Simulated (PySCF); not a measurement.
# Worked example: oscillator strength and radiative lifetime

H4SSiZn, SMILES [SiH3][Zn][SH].

The structure is a stationary point at PBE0-D3(BJ)/def2-SVP. The values are those of a single conformer.

TDDFT-PBE0/def2-SVPD (PySCF 2.14.0) puts the first singlet state with f over 0.02 at 5.37 eV (vertical), with the transition dipole (-0.112, 0.377, 0.271) in atomic units.

**Question.** Find the oscillator strength, the wavelength and the radiative lifetime that this transition would have in vacuum if emission retraced absorption.

**Answer.** 
|μ|² = 0.2281 au, so |μ| = 1.21 D. ΔE = 5.37/27.211 = 0.1973 hartree. f = (2/3) ΔE |μ|² = 0.030 (the program prints 0.030).
λ = 1239.84/5.37 = 231 nm; ν = 43312 cm⁻¹.
Einstein's coefficient A = 0.6670 ν² f s⁻¹ (ν in cm⁻¹) = 3.8e7 s⁻¹, so τ = 1/A = 27 ns. This state is S3; the lower singlets have f = 0.000, 0.012. The figure is the radiative limit of this one transition; relaxation, internal conversion, crossing to triplets and a medium change what is measured.
